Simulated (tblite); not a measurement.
Compound: C₅H₁₂F₂SSi.
SMILES with atom numbers: `[CH3:1][CH:2]([CH3:3])[Si@@H:4]([SH:5])[C:6]([CH3:7])([F:8])[F:9]` (hydrogens: H10, H11, H12 on C1; H13 on C2; H14, H15, H16 on C3; H17 on Si4; H18 on S5; H19, H20, H21 on C7)

Structure optimised with GFN2-xTB, isolated species.

Task: What internal coordinates does the optimisation give?

Result: 
```tsv
bond	length (Å)
C1–C2	1.530
C2–C3	1.530
C2–Si4	1.907
Si4–S5	2.155
Si4–C6	1.948
C6–C7	1.513
C6–F8	1.373
C6–F9	1.380
C1–H10, C1–H11, C1–H12	1.088
C2–H13	1.098
C3–H14, C3–H15, C3–H16	1.088
Si4–H17	1.458
S5–H18	1.326
C7–H19, C7–H20, C7–H21	1.087
```

Bonds in one row agree within 0.01 Å and their mean is given. A selection of angles:
```tsv
angle	degrees
C1–C2–C3	110.2
C1–C2–Si4	111.9
C3–C2–Si4	110.9
C2–Si4–S5	111.8
C2–Si4–C6	109.9
S5–Si4–C6	105.5
Si4–C6–C7	116.2
Si4–C6–F8	109.7
Si4–C6–F9	108.0
C7–C6–F8	109.1
C7–C6–F9	109.3
F8–C6–F9	103.9
H18–S5–Si4	96.2
```

Torsions: C1–C2–Si4–S5 176° (antiperiplanar); C2–Si4–C6–C7 -177° (antiperiplanar); H18–S5–Si4–C2 71° (synclinal).

Of the pairs four or more bonds apart, F8···H11 is among the closest relative to their van der Waals radii: 2.52 Å, 94 % of the sum of Bondi's values. Si4 (SiH silicon) is distorted tetrahedral (angles from 105.1° to 116.1°). The 2 C–Si bonds span 1.907 Å (C2–Si4, drawn single) to 1.948 Å (Si4–C6, drawn single), a spread of 0.041 Å.

Point group: C1 (no symmetry element, even within 0.4 Å). Its GFN2-xTB frequencies are all real (lowest 21 cm⁻¹). One conformer, not necessarily the lowest (C1–C2–Si4–S5 176°, C2–Si4–S5–H 71°, C2–Si4–C6–C7 -177°).

The numbers are calculated, not measured.
